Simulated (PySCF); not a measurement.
# One molecule, several mistakes: BCClGeH3 cation

These are calculations, not measurements. The program is PySCF 2.14.0, an open-source quantum chemistry code, run on an isolated molecule that a program drew, which may never have been made. The molecule is BCClGeH3 cation (charge +1, singlet), drawn as the SMILES string `[BH+][CH]=[GeH][Cl]`.

Each row is a Hartree-Fock (HF) and frozen-core CCSD(T) single point in the cc-pV(D+d)Z basis, meant for a local HF minimum. Run 1 is clean. Each other run has one planted mistake out of seven kinds, and not every kind appears here: one electron removed, one electron added, multiplicity raised by two, geometry at a saddle point, minimal basis STO-3G, one bond length entered in bohr, all coordinates scaled. The reference is restricted for singlets and unrestricted otherwise, and also for a bond in bohr. Adding or removing an electron swaps singlet and doublet. Electrons count all cores. HOMO and LUMO are orbital energies over both spins, the gradient is its largest component, and the lowest frequency (negative if imaginary) is given only where the gradient is small. Bond lengths are over the 6 bonds as drawn. T1 is the CCSD diagnostic: over 0.02 (restricted) or 0.045 (unrestricted) a single reference is doubtful. Germanium has the cc-pVDZ-PP basis, with a core potential (ECP10MDF) in place of its 10 inner electrons, and its 3s, 3p and 3d shells are frozen in CCSD(T).

Geometry of the clean run:
```xyz
7
BCClGeH3 cation, angstrom
B     1.2349   -1.1972   -0.7123
C     1.9027   -2.1450    0.0887
Ge    1.6221   -3.9351   -0.0852
Cl    2.6575   -5.2453    1.1454
H     0.6650   -0.4310   -1.3928
H     2.6160   -1.8254    0.8455
H     0.6866   -4.6029   -1.0594
```

| run | electrons | basis functions | <S^2> | HOMO (eV) | LUMO (eV) | gradient (hartree/bohr) | lowest frequency (cm^-1) | mean bond (Å) | longest bond (Å) | T1 | HF (hartree) | CCSD(T) (hartree) | mistake |
|---|---|---|---|---|---|---|---|---|---|---|---|---|---|
| 1 | 62 | 89 | 0.000 | -15.59 | -4.66 | 1.5e-05 | 116 | 1.5118 | 2.074 | 0.0148 | -816.90815 | -817.37567 | no fault |
| 2 | 62 | 89 | 1.120 | -14.19 | -5.22 | 2.7e-02 | - | 1.7208 | 2.663 | 0.0760 | -816.69109 | -817.15012 | one bond length entered in bohr |
| 3 | 62 | 89 | 0.000 | -14.75 | -5.02 | 4.2e-02 | - | 1.6615 | 2.280 | 0.0186 | -816.84776 | -817.33325 | all coordinates scaled |
| 4 | 63 | 89 | 0.887 | -6.25 | 1.29 | 2.4e-02 | - | 1.5118 | 2.074 | 0.0253 | -817.10817 | -817.58730 | ? |

**Which mistake was planted in run 4, and what did it cost?**

It counts 63 electrons, one more than the clean run, at the same geometry and basis. So the mistake is: one electron added. Subtracting run 1 and multiplying by 627.51 kcal/mol a hartree, the energy moved by -125.5 kcal/mol in HF and -132.8 kcal/mol in CCSD(T).

Cautions from the logs. Run 2: T1 is over the limit, so its CCSD(T) energy is less reliable.
